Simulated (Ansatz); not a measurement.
Reaction (isomerisation): `C[S][Ga]([CH3])[F]` → `C[CH2][Ga]([F])[SH]`

Computed with Ansatz on PBE0-D4/def2-TZVP structures; ΔE is electronic, products minus reactants. CCSD(T)/CBS is the MP2 limit (def2-TZVPP, def2-QZVPP) plus CCSD(T) − MP2 in def2-TZVPP, frozen cores. Functionals use def2-TZVPP. B3LYP here is the variant with VWN-RPA as its local correlation; programs differ in this. For Ga outer-core shells are correlated without core-valence functions, which leaves a few kJ/mol of doubt a bond. Scalar relativity is left out up to krypton. Each species was taken in one conformer, which may not be the lowest.

Is it downhill or uphill in electronic energy at CCSD(T)/CBS, and by how much? (An estimate is asked.)

Computed: Downhill: ΔE = -9.1 kJ/mol.

What do these levels give: BLYP-D4, ωB97X-V, B3LYP, RPA@PBE/def2-TZVPP, MP2/def2-SVP, CCSD/def2-TZVPP? (An estimate is asked.)

The calculation gave: BLYP-D4 -5.0, ωB97X-V -8.0, B3LYP -6.9, RPA@PBE/def2-TZVPP -11.2, MP2/def2-SVP -19.7, CCSD/def2-TZVPP -11.3 kJ/mol.

What do rigid-rotor, harmonic-oscillator terms from PBE0-D4/def2-TZVP frequencies (298.15 K, 1 bar) make of the CCSD(T)/CBS value? (Best estimate.)

Computed: ΔZPE = -0.9 kJ/mol, ΔH = -11.9 kJ/mol, ΔS = -28 J/(mol·K), ΔG = -3.4 kJ/mol. Modes under 50 cm⁻¹ make the entropy rough.

Largest T1 diagnostic among the species: 0.013.

Leaving LDA and LC-ωPBE aside and taking each functional with its dispersion term where it has one, the values, not all of them listed here, spread over 3.9 kJ/mol, from CAM-B3LYP-D4 to revPBE-D4. LDA lies −5.4 kJ/mol from PBE without D4. At CCSD(T), def2-SVP lies −11.7 kJ/mol from the extrapolated value and def2-TZVPP −1.3 kJ/mol.
